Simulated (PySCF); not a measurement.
## Bonding in `C=CCC(=C)OC(F)(F)F`

C6H7F3O.
Atom-mapped SMILES: `[CH2:1]=[CH:2][CH2:3][C:4](=[CH2:5])[O:6][C:7]([F:8])([F:9])[F:10]` (hydrogens: H11, H12 on C1; H13 on C2; H14, H15 on C3; H16, H17 on C5)

Structure used (GFN2-xTB), in Å, numbered top down from 1:
```
atom  x, y, z in Å
C1     1.9033   -1.0604    0.5046
C2     1.9706    0.2455    0.6745
C3     0.9184    1.2450    0.2733
C4    -0.3421    0.6072   -0.2190
C5    -0.6884    0.4421   -1.4814
O6    -1.1150    0.1872    0.8839
C7    -2.1103   -0.6544    0.7125
F8    -2.5808   -1.0185    1.9019
F9    -3.1567   -0.1523    0.0296
F10   -1.7720   -1.7849    0.0673
H11    2.7000   -1.7094    0.8249
H12    1.0575   -1.5424    0.0433
H13    2.8405    0.6916    1.1383
H14    0.6766    1.8584    1.1451
H15    1.3228    1.8987   -0.5021
H16   -1.5979   -0.0328   -1.8013
H17   -0.0333    0.7916   -2.2568
```

Bond orders from the PBE0/pcSseg-1 density (PySCF). One conformer (not necessarily the lowest) at the GFN2-xTB geometry, without solvent, vibrations or thermal averaging.

Problem. Where do the orders between heavy atoms depart from those drawn in the SMILES?

Solution. The largest departure is 0.120, at C4–O6 (drawn single, 0.880).

Problem. Give the Mayer order of every bond, beside its length.

Solution. 
| bond | drawn as | length (Å) | Mayer order |
| --- | --- | --- | --- |
| C1–C2 | double | 1.319 | 2.006 |
| C2–C3 | single | 1.506 | 1.016 |
| C3–C4 | single | 1.496 | 1.032 |
| C4–C5 | double | 1.319 | 1.940 |
| C4–O6 | single | 1.411 | 0.880 |
| O6–C7 | single | 1.315 | 1.107 |
| C7–F8 | single | 1.330 | 1.059 |
| C7–F9 | single | 1.347 | 0.997 |
| C7–F10 | single | 1.345 | 0.991 |
| C1–H11 | single | 1.076 | 0.951 |
| C1–H12 | single | 1.077 | 0.938 |
| C2–H13 | single | 1.082 | 0.956 |
| C3–H14 | single | 1.093 | 0.922 |
| C3–H15 | single | 1.092 | 0.933 |
| C5–H16 | single | 1.075 | 0.920 |
| C5–H17 | single | 1.074 | 0.940 |

By pair of heavy elements: C–C: lowest C2–C3 (1.016, 1.506 Å), highest C1–C2 (2.006, 1.319 Å). C–O: lowest C4–O6 (0.880, 1.411 Å), highest O6–C7 (1.107, 1.315 Å). C–F: lowest C7–F10 (0.991, 1.345 Å), highest C7–F8 (1.059, 1.330 Å).

Problem. Sum the orders of all bonds at each heavy atom with more than one neighbour and set the sums beside the valence in the SMILES.

Solution. C1 3.895 (drawn 4), C2 3.978 (drawn 4), C3 3.903 (drawn 4), C4 3.852 (drawn 4), C5 3.800 (drawn 4), O6 1.987 (drawn 2), C7 4.154 (drawn 4). Orders between atoms that aren't bonded are not in these sums.

The Mayer order sums products of elements of PS (density times overlap matrix) between the two atoms' basis functions, so it depends on the basis set.
